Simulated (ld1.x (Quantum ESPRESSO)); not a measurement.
# An all-electron radial function and its pseudo partner (palladium)

Columns: radius, all-electron u(r) and pseudo u(r) of the 4d shell (level -27.33 eV) of palladium in the configuration [Kr] 4d8 5s0 5p0; PBE, scalar-relativistic, TM scheme, ld1.x (Quantum ESPRESSO) 7.5.

```
r (bohr)  all-electron   pseudo
   0.140        0.3340  -0.0098
   0.280        0.4165  -0.0726
   0.420        0.0786  -0.2142
   0.560       -0.3244  -0.4188
   0.700       -0.6324  -0.6375
   0.840       -0.8173  -0.8147
   0.980       -0.8990  -0.9155
   1.120       -0.9094  -0.9376
   1.260       -0.8761  -0.9015
   1.400       -0.8187  -0.8341
   1.540       -0.7498  -0.7561
   1.680       -0.6773  -0.6788
   1.820       -0.6056  -0.6058
   1.960       -0.5375  -0.5375
   2.100       -0.4743  -0.4743
   2.240       -0.4165  -0.4165
   2.380       -0.3644  -0.3644
   2.520       -0.3178  -0.3178
   2.660       -0.2764  -0.2764
   2.800       -0.2398  -0.2398
   2.940       -0.2077  -0.2077
   3.080       -0.1794  -0.1794
   3.220       -0.1547  -0.1547
   3.360       -0.1332  -0.1332
   3.500       -0.1145  -0.1145
   3.640       -0.0982  -0.0982
```

(1) How many radial nodes do the two functions have?

(2) At about which radius was the pseudo-wave matched?

(3) Is the pseudo-wave norm-conserving?

Answers

(1) The all-electron 4d function has n − l − 1 = 1; the pseudo-wave has 0, since the states of the same l below it are removed with the core.

(2) 2.00 bohr. The columns agree to 0.0005 from 1.82 bohr on; several derivatives are matched, so the curves merge somewhat inside the radius.

(3) Yes: the TM scheme keeps the norm inside the radius equal to the all-electron one, which fixes the energy derivative of the logarithmic derivative at the level.
